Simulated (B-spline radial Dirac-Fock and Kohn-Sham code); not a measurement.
Atomic SCF run for La⁴⁺

ΔSCF core binding energies without Breit or QED terms, calculated with a radial B-spline solver. Keys: rel is the Hamiltonian (dirac, or spin-free x2c and nr, where L3 and M5 stand for the whole 2p and 3d shells), method is hf or an exchange,correlation pair (spin-unpolarised, also for the hole states), nuc the nuclear model, radius_factor scales its radius, rmax is the box in bohr, h the logarithmic mesh step, order the B-spline order, points the quadrature points per cell, c_factor scales the speed of light, and damp, ndamp, maxit and tol steer the iteration. The run stops when the commutator error falls below 10·tol·max(1, Z/10), or the numerical noise floor, and the energy has settled to about 1e-8 Ha; the virial ratio is −V/T.

Input (task.json):

```json
{"items": [{"Z": 57, "q": 4, "cfg": [[1, 0, 2], [2, 0, 2], [2, 1, 6], [3, 0, 2], [3, 1, 6], [3, 2, 10], [4, 0, 2], [4, 1, 6], [4, 2, 10], [5, 0, 2], [5, 1, 5]], "A": 139, "rrms": 4.855, "do": "settings", "holes": ["K", "L3", "M5"],
  "settings": [{"rel": "dirac", "method": "hf", "nuc": "fermi", "radius_factor": 1.0, "rmax": 45.0, "h": 1.3, "order": 8, "points": 10, "c_factor": 1.0, "maxit": 98, "damp": 0.5, "ndamp": 3, "tol": 1e-08}]}]}
```

Command: `python xray2_run.py task.json out`

Ground-state iterations:

```
iter   energy (Ha)        error
   1    -7748.28039379  5.79e+00
   2    -7807.67598117  3.03e+00
   3    -7814.56344501  9.25e-01
   4    -7815.39531747  2.64e-01
   5    -7815.49398936  1.30e-01
   6    -7815.50653135  8.53e-03
   7    -7815.50659861  1.06e-04
   8    -7815.50659867  1.31e-05
   9    -7815.50659867  1.08e-06
  10    -7815.50659867  2.75e-08
```

The ground state converged in 10 iterations, with total energy -7815.50660 Ha, virial ratio 1.79880 and highest orbital energy -53.38 eV. ΔSCF binding energies: K (1s) 37677.5 eV, L3 (2p3/2) 5393.6 eV, M5 (3d5/2) 1211.8 eV.

Question: One setting is unsound. Which, and why?

Answer: h is too large to resolve the orbitals. With the default settings (Dirac Hartree-Fock): The ground state converged in 10 iterations, with total energy -8490.60865 Ha, virial ratio 1.93449 and highest orbital energy -61.90 eV. ΔSCF binding energies: K (1s) 39124.6 eV, L3 (2p3/2) 5548.5 eV, M5 (3d5/2) 887.3 eV.
